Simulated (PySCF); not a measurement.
Species: C5H10O2SSi.
Geometry (GFN2-xTB, Å), atoms numbered from 1 in this order:
```xyz
19
C5H10O2SSi angstrom
C      2.614    0.706    0.605
C      2.323   -0.454   -0.272
S      3.509   -1.403   -0.844
Si     0.548   -0.870   -0.746
O     -0.104    0.464   -1.423
C     -1.472    0.721   -1.243
C     -1.890    0.568    0.215
C     -1.633   -0.852    0.706
O     -0.272   -1.192    0.628
H      3.685    0.850    0.738
H      2.169    1.605    0.178
H      2.145    0.541    1.577
H      0.459   -2.002   -1.664
H     -1.650    1.744   -1.589
H     -2.053    0.033   -1.869
H     -2.947    0.807    0.322
H     -1.302    1.259    0.822
H     -1.924   -0.955    1.756
H     -2.216   -1.562    0.109
```

Probes without a nucleus sit at each ring's centroid and 1 Å off its mean plane on both sides; NICS is minus the shielding there, NICSzz its component along the normal. Level: GIAO PBE0/pcSseg-1 (PySCF, non-relativistic, gas phase) on the GFN2-xTB geometry, one conformer.

Ring bond lengths (Å), with Mayer bond orders in brackets: Si4–O5 1.632 (0.98), O5–C6 1.404 (0.88), C6–C7 1.524 (1.04), C7–C8 1.524 (1.04), C8–O9 1.404 (0.88), O9–Si4 1.632 (0.98).

Task: What do the NICS probes read (ppm)?

Result: 
```tsv
ring	type	NICS(0)	NICS(1), two faces	NICS(1)zz, two faces	rms pucker (Å)	centre to ring atoms, mean (Å)
Si4–O5–C6–C7–C8–O9	6-membered ring with 2 O and Si; formal bonds all single	-1.2	-0.4 / -0.8	1.7 / 2.7	0.20	1.48
```

Task: What can be read from them?

Result: 
- Si4–O5–C6–C7–C8–O9: mean NICS(1)zz 2.2 ppm, near zero. Si4, C6, C7, C8 have four or more neighbours, and the NICS criterion for π rings isn't applied.

Task: At the second NICS(1) probe listed for ring Si4–O5–C6–C7–C8–O9, 1 Å off the ring, how large is the induced field along the normal in 11.7 T applied along it?

Result: NICSzz × B0 = 2.7 ppm × 11.7 T = 32 μT, along the applied field.

Task: List the ring angles and the Hirshfeld charges of the ring atoms.

Result: 
- Si4–O5–C6–C7–C8–O9: Si4 108.0° (+0.442 e), O5 119.0° (-0.235 e), C6 111.8° (+0.009 e), C7 110.8° (-0.081 e), C8 111.8° (+0.009 e), O9 119.1° (-0.235 e); sum 680.6° against 720° for a flat convex ring.

Hardware: one thread, Arm Neoverse N1 (aarch64) (shared host). Cost: 1.7 min (grids of density and orbitals included), 1.1 GiB resident at most. This is the whole shielding run at PBE0/pcSseg-1, SCF included.
